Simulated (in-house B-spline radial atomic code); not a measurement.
Orbital energies and mean radii along the 20-electron series, configuration 1s2 2s2 2p6 3s2 3p6 3d3/2(2). The effective charge is n√(-2ε), a non-relativistic measure. Computed with a B-spline radial code for spherical atoms: Dirac-Hartree-Fock, jj configuration that fills j = l - 1/2 first, finite nuclei.

```csv
ion,Z,energy of 3s1/2 (Eh),mean radius of 3s1/2 (bohr),energy of 2p3/2 (Eh),mean radius of 2p3/2 (bohr),effective charge of 3s1/2
Ti2+,22,-3.4865,1.0076,-18.333,0.28929,7.9219
V3+,23,?,?,?,?,?
Cr4+,24,-5.5908,0.87505,-24.492,0.25958,10.032
Mn5+,25,?,?,?,?,?
Fe6+,26,-8.2069,0.77161,-31.72,0.23535,12.154
Co7+,27,-9.6964,0.72834,-35.723,0.22483,13.211
Ni8+,28,-11.305,0.6896,-39.982,0.2152,14.265
Cu9+,29,-13.033,0.65472,-44.497,0.20634,15.316
Zn10+,30,-14.878,0.62315,-49.266,0.19818,16.365
Ga11+,31,-16.842,0.59444,-54.29,0.19063,17.411
Ge12+,32,-18.924,0.56823,-59.567,0.18362,18.456
As13+,33,-21.124,0.54419,-65.097,0.1771,19.5
Se14+,34,-23.444,0.52206,-70.881,0.17102,20.542
Br15+,35,-25.882,0.50162,-76.918,0.16534,21.584
Kr16+,36,-28.439,0.48268,-83.207,0.16001,22.625
Rb17+,37,?,?,?,?,?
Sr18+,38,-33.914,0.44869,-96.546,0.15032,24.707
Zr20+,40,-39.873,0.41903,-110.9,0.14171,26.79
Nb21+,41,-43.035,0.40557,-118.45,0.13775,27.832
Mo22+,42,-46.32,0.39291,-126.26,0.13401,28.875
Tc23+,43,-49.728,0.38098,-134.32,0.13046,29.918
Ru24+,44,-53.26,0.36971,-142.64,0.12709,30.962
```

Task: Fill in the row of V3+.

Result: energy of 3s1/2 (Eh): -4.4705; mean radius of 3s1/2 (bohr): 0.93722; energy of 2p3/2 (Eh): -21.275; mean radius of 2p3/2 (bohr): 0.27364; effective charge of 3s1/2: 8.9704.

Task: Fill in the row of Mn5+.

Result: energy of 3s1/2 (Eh): -6.8376; mean radius of 3s1/2 (bohr): 0.8202; energy of 2p3/2 (Eh): -27.976; mean radius of 2p3/2 (bohr): 0.24688; effective charge of 3s1/2: 11.094.

Task: Fill in the row of Rb17+.

Result: energy of 3s1/2 (Eh): -31.117; mean radius of 3s1/2 (bohr): 0.46509; energy of 2p3/2 (Eh): -89.75; mean radius of 2p3/2 (bohr): 0.15502; effective charge of 3s1/2: 23.666.

Task: How does the screening of 3s1/2 change?

Result: Z less the effective charge goes from 14.08 at Z = 22 to 13.04 at Z = 44.
